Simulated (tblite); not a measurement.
C₃H₉ClSSi₂.
Atom-mapped SMILES: `[CH3:1][S:2][Si@@H:3]([Cl:4])/[CH:5]=[CH:6]\[SiH3:7]` (hydrogens: H8, H9, H10 on C1; H11 on Si3; H12 on C5; H13 on C6; H14, H15, H16 on Si7)

The geometry is computed with GFN2-xTB (gas phase).

What internal coordinates does the optimisation give?

| bond | length (Å) |
| --- | --- |
| C1–S2 | 1.818 |
| S2–Si3 | 2.152 |
| Si3–Cl4 | 2.028 |
| Si3–C5 | 1.874 |
| C5=C6 | 1.331 |
| C6–Si7 | 1.883 |
| C1–H8, C1–H9, C1–H10 | 1.085 |
| Si3–H11 | 1.460 |
| C5–H12 | 1.087 |
| C6–H13 | 1.087 |
| Si7–H14, Si7–H15, Si7–H16 | 1.464 |

Bonds in one row agree within 0.01 Å and their mean is given. A selection of angles:
| angle | degrees |
| --- | --- |
| S2–C1–H8 | 109.4 |
| S2–C1–H10 | 106.8 |
| H8–C1–H9 | 110.6 |
| H8–C1–H10 | 110.2 |
| C1–S2–Si3 | 100.3 |
| S2–Si3–Cl4 | 109.9 |
| S2–Si3–C5 | 103.5 |
| S2–Si3–H11 | 108.0 |
| Cl4–Si3–C5 | 112.5 |
| Cl4–Si3–H11 | 106.8 |
| C5–Si3–H11 | 116.0 |
| Si3–C5–C6 | 126.6 |
| Si3–C5–H12 | 114.6 |
| C6–C5–H12 | 118.8 |
| C5–C6–Si7 | 128.6 |
| C5–C6–H13 | 117.2 |
| Si7–C6–H13 | 114.2 |
| C6–Si7–H14 | 107.5 |
| C6–Si7–H15 | 111.3 |
| H14–Si7–H15 | 109.9 |

Dihedral angles: C1–S2–Si3–Cl4 52° (synclinal); S2–Si3–C5–C6 174° (antiperiplanar); Si3–C5–C6–Si7 0° (synperiplanar).

Of the pairs four or more bonds apart, Si3···H15 is among the closest relative to their van der Waals radii: 3.14 Å, 95 % of the sum of Bondi's values. Si3 (chlorine-bound silicon) is distorted tetrahedral (angles from 103.5° to 116.0°). Si7 (SiH3 silicon) is tetrahedral (angles from 107.5° to 111.3°).

Point group: C1 (no symmetry element, even within 0.4 Å). Its lowest GFN2-xTB frequency is 14 cm⁻¹, too small to tell a flat minimum from a shallow saddle. One conformer, not necessarily the lowest. 3 starts were optimised and ended at 0.00, 0.35 and 0.56 kcal/mol (GFN2-xTB); the lowest of these is shown.
